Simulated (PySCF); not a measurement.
GeBr2, SMILES [Br][Ge][Br] (connectivity only; charge and spin as stated), neutral, multiplicity 1. Geometry optimised at PBE0-D3(BJ)/def2-SVP. The isomer is the one that the SMILES or the coordinates give; other isomers of the formula were not compared.

These are PySCF 2.14.0 with PBE0-D3(BJ)/def2-SVP values and carry that method's errors.

Harmonic wavenumbers (cm⁻¹): 102, 289, 294. Rotational constants (GHz): 4.559, 0.9646, 0.7961; symmetry number 2.

Problem. Work out the zero-point energy and the ideal-gas rigid-rotor harmonic-oscillator thermochemistry at 298.15 K and 1 atm.

Solution. ZPE = ½ Σ hcν = ½ × 686 cm⁻¹ = 4.10 kJ/mol. H − E(el) = 18.20 kJ/mol. Entropy in J/(mol K): translation 176.70, rotation 115.19, vibration 26.54, total 318.43. G − E(el) = -76.74 kJ/mol. Cp = 55.54 J/(mol K). Modes under 150 cm⁻¹ make the vibrational entropy uncertain.
